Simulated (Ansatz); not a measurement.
Consider the cleavage of the Si–Si bond: `C=C[SiH2][SiH](F)F` + `C=C=N` → `C=C=N[SiH](F)F` + `C=C[SiH3]`.

Program: Ansatz. Geometries: PBE0-D4/def2-TZVP. ΔE: electronic, gas phase. CCSD(T)/CBS is the MP2 limit (def2-TZVPP, def2-QZVPP) plus CCSD(T) − MP2 in def2-TZVPP, frozen cores. This one scheme is used for every species. Functionals use def2-TZVPP. B3LYP here is the variant with VWN-RPA as its local correlation; programs differ in this. Each species was taken in one conformer, which may not be the lowest.

| level | ΔE (kJ/mol) | difference from CCSD(T)/CBS |
| --- | --- | --- |
| r2SCAN-D4 | -87.4 | 2.8 |
| PBE0-D4 | -77.7 | 12.5 |
| B3LYP-D4 | -88.0 | 2.2 |
| PBE | -69.0 | 21.2 |
| PBE0 | -78.7 | 11.5 |
| B3LYP | -89.5 | 0.7 |
| HF/def2-TZVPP | -113.0 | -22.8 |
| SCS-MP2/def2-QZVPP | -101.0 | -10.8 |
| MP2/CBS(def2) | -100.4 | -10.2 |
| CCSD/CBS(def2) | -92.5 | -2.3 |
| CCSD(T)/CBS | -90.2 | 0 |

Largest T1 diagnostic among the species: 0.015.

From PBE to PBE0 (25 % exact exchange), in def2-TZVPP and without D4, ΔE moves by −9.7 kJ/mol. In def2-TZVPP, CCSD(T) changes the Hartree–Fock value by +21.8 kJ/mol (the triples alone add +2.3 kJ/mol) and MP2 by +11.5 kJ/mol.
